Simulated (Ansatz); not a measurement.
The cluster LiPt3 (the lowest doublet isomer of a short search), 4 atoms. Hardware: 4 threads of Arm Neoverse V1 on a shared host.

In the def2 sets Pt takes a core potential; there is no spin–orbit coupling. Correlated methods freeze no core orbitals; core or outer-core shells of Li, Pt are correlated, in sets that lack core-valence functions.

Problem. How many basis functions does each of these Ansatz runs have, and roughly what does it cost? r2SCAN-D4/def2-TZVP, charge 1 triplet at the geometry of the charge 0 doublet, energy, from earlier orbitals; PBE0-D4/def2-TZVP, charge 1 triplet at the geometry of the charge 0 doublet, energy; PBE-D4/def2-TZVP, charge 1 triplet at the geometry of the charge 0 doublet, energy, from earlier orbitals; LDA (SPW92)/def2-TZVP, charge 0 quartet, energy, from earlier orbitals; PBE-D4/def2-TZVPD, charge 0 doublet, energy, from earlier orbitals; MP2/def2-TZVP, charge 0 quartet, energy, from earlier orbitals; PBE-D4/def2-TZVP, charge 1 singlet at the geometry of the charge 0 doublet, energy, from earlier orbitals; PBE0-D4/def2-SVP, charge 0 doublet, energy with a search over starts; CCSD(T)/def2-SVP, charge 0 doublet, energy, from earlier orbitals; r2SCAN-D4/def2-TZVPD, charge 0 doublet, energy, from earlier orbitals; LDA (SPW92)/def2-TZVP, charge 0 doublet, energy, from earlier orbitals; CCSD(T)/def2-SVP, charge 0 quartet, energy, from earlier orbitals.

Solution. Other jobs shared the machine, so times can vary by a factor of up to 3. A dash marks memory too small to be measured apart from the calling script's.

| run | functions | fitting or Cholesky vectors | wall time | peak host memory (GiB) |
| --- | --- | --- | --- | --- |
| LDA (SPW92)/def2-TZVP, charge 0 doublet, energy, from earlier orbitals | 134 | 1317 | 1.7 s | – |
| PBE-D4/def2-TZVP, charge 1 singlet at the geometry of the charge 0 doublet, energy, from earlier orbitals | 134 | 1317 | 1.9 s | – |
| PBE-D4/def2-TZVPD, charge 0 doublet, energy, from earlier orbitals | 146 | 1296 | 4.4 s | – |
| PBE-D4/def2-TZVP, charge 1 triplet at the geometry of the charge 0 doublet, energy, from earlier orbitals | 134 | 1317 | 6 s | – |
| LDA (SPW92)/def2-TZVP, charge 0 quartet, energy, from earlier orbitals | 134 | 1317 | 7 s | – |
| MP2/def2-TZVP, charge 0 quartet, energy, from earlier orbitals | 134 | 1280 | 7.5 s | – |
| PBE0-D4/def2-SVP, charge 0 doublet, energy with a search over starts | 105 | 1107 | 9.5 s | – |
| PBE0-D4/def2-TZVP, charge 1 triplet at the geometry of the charge 0 doublet, energy | 134 | 1371 | 16 s | 0.72 |
| r2SCAN-D4/def2-TZVPD, charge 0 doublet, energy, from earlier orbitals | 146 | 1296 | 28 s | – |
| r2SCAN-D4/def2-TZVP, charge 1 triplet at the geometry of the charge 0 doublet, energy, from earlier orbitals | 134 | 1317 | 36 s | – |
| CCSD(T)/def2-SVP, charge 0 doublet, energy, from earlier orbitals | 105 | 1107 | 2.6 min | 2 |
| CCSD(T)/def2-SVP, charge 0 quartet, energy, from earlier orbitals | 105 | 1107 | 4.9 min | 2 |
